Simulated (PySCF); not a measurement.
[Ce(H2O)2]3+ at several levels of theory

Computed with PySCF 2.14.0 (density fitting, no spin-orbit coupling) at the geometry relaxed with TPSS:

```xyz
7
[Ce(H2O)2]3+ (singlet in the valence; each metal's 4f electrons, 1 of them, lie in its core potential, out of spins and levels)
Ce    0.3220   -1.1232    0.0111
O    -0.0767    0.1859    1.9269
H     0.3567    1.0432    2.2096
H    -0.7011   -0.0076    2.6860
O     0.0266    0.1695   -1.9310
H     0.2136   -0.0920   -2.8796
H    -0.3290    1.1004   -2.0231
```

```json
{"level": "TPSS", "basis": "Ce lcecp-1-SVP with ECP47, O def2-SVP, H def2-SVP", "state": "singlet", "HOMO (eV)": "-24.10", "gap (eV)": "5.22", "charge on Ce1 (e)": "2.25", "population of f-type functions on Ce1 (polarisation alone where 4f lies in the core)": "0.03", "dipole about the centre of mass (D)": "2.71", "largest force component (eV/Å)": "0.02"}
{"level": "TPSSh", "basis": "the same", "state": "singlet", "HOMO (eV)": "-24.79", "gap (eV)": "6.25", "charge on Ce1 (e)": "2.29", "population of f-type functions on Ce1 (polarisation alone where 4f lies in the core)": "0.03", "dipole about the centre of mass (D)": "2.58", "largest force component (eV/Å)": "0.19"}
{"level": "TPSS", "basis": "Ce lcecp-1-TZVP with ECP47, O def2-TZVP, H def2-TZVP", "state": "singlet", "HOMO (eV)": "-24.13", "gap (eV)": "5.31", "charge on Ce1 (e)": "2.41", "population of f-type functions on Ce1 (polarisation alone where 4f lies in the core)": "0.05", "dipole about the centre of mass (D)": "2.71", "largest force component (eV/Å)": "0.29"}
{"level": "PBE0", "basis": "Ce def2-SVP with ECP28, O def2-SVP, H def2-SVP", "state": "doublet", "HOMO (eV)": "-25.87", "gap (eV)": "5.58", "charge on Ce1 (e)": "2.29", "population of f-type functions on Ce1 (polarisation alone where 4f lies in the core)": "1.12", "dipole about the centre of mass (D)": "2.77", "largest force component (eV/Å)": "0.80"}
```

In the lcecp rows the 4f levels are missing from HOMO and gap, and the state counts the valence alone.

HOMO and gap are taken over both spins. Charges are Mulliken's, which hang on the basis. The relaxation used the grid (50, 194), these runs (75, 302) or, all-electron (x2c bases, spin-free X2C Hamiltonian), (99, 590).

(1) A further run in the first row's basis gives HOMO (eV) -30.38, gap (eV) 15.77, charge on Ce1 (e) 2.52, population of f-type functions on Ce1 (polarisation alone where 4f lies in the core) 0.03, dipole about the centre of mass (D) 1.86, largest force component (eV/Å) 1.66. Which level was it?
A. M06-L
B. revPBE
C. HF

No frequency check is given that shows the relaxed geometry to be a minimum. An lcecp potential fixes the number of 4f electrons, so in runs with it no electron can move into or out of that shell.

Rows with open f shells in the valence may stand above their lowest state, and their gaps can end on f levels.

Results:

(1) C. The others give HOMO -24.32 eV (M06-L); -24.00 eV (revPBE).
